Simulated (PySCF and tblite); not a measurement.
The numbers below are computed, except where a source is named.
C₆H₆O₂S, numbered as in [CH3:1][O:2][C:3](=[O:4])[c:5]1[cH:6][cH:7][cH:8][s:9]1. The ensemble was built from 90 distance-geometry starts (ETKDG and KDG, MMFF94s, GFN2-xTB) and rests on GFN2-xTB geometries. Free energies are B3LYP-D3(BJ)/def2-SVP (IEF-PCM, water) single points with GFN2-xTB rigid-rotor and vibrational terms (modes under about 100 cm⁻¹ blended into free rotors). Symmetry numbers and mirror images are counted. Conformers within 2.5 kcal/mol (GFN2-xTB free energy) were kept, 4 at most. GIAO shieldings: KT3/pcSseg-1 (IEF-PCM, water). Shifts are against TMS (¹H), TMS (¹³C) at the same level. (PySCF 2.14, tblite 0.8.)

Torsions listed: C1–O2–C3–O4, O2–C3–C5–S9.

| conformer | shape | point group | mirror pair | ΔE(DFT) | Δ(G−E) at 350 K | δ C5 (ppm) |
| --- | --- | --- | --- | --- | --- | --- |
| 1 | 0°, 0° | Cs | no | 0.00 | 0.00 | 129.0 |
| 2 | 0°, 180° | Cs | no | 0.22 | 0.08 | 132.2 |

Energies in kcal/mol; the thermal term leaves out symmetry numbers and mirror images.

(1) Work out the weights at 350 K and the ¹³C shift of C5 under fast exchange.

The minima are those of GFN2-xTB; planar forms about aryl–S or allylic bonds may be saddles in DFT.

Results:

(1) RT = 0.696 kcal/mol. Each conformer gets RT ln(σ/g), with σ the rotational symmetry number and g = 2 for a mirror pair: 1: σ = 1, g = 1, G = 0.00 + 0.00 + 0.00 = 0.00, 0.00 above the lowest, exp(−ΔG/RT) = 1.000; 2: σ = 1, g = 1, G = 0.22 + 0.08 + 0.00 = 0.30, 0.30 above the lowest, exp(−ΔG/RT) = 0.650. The sum is 1.650, so the weights are 60.6, 39.4 %. The averaged shift is 130.2 ppm. At 298.15 K it is 130.2 ppm. At 298.15 K the leading conformer alone gives 129.0 ppm and bare DFT energies give 130.3 ppm.


Conformer gaps in def2-SVP on xTB geometries can be 2 kcal/mol too large for S=O, P=O and other polar bonds.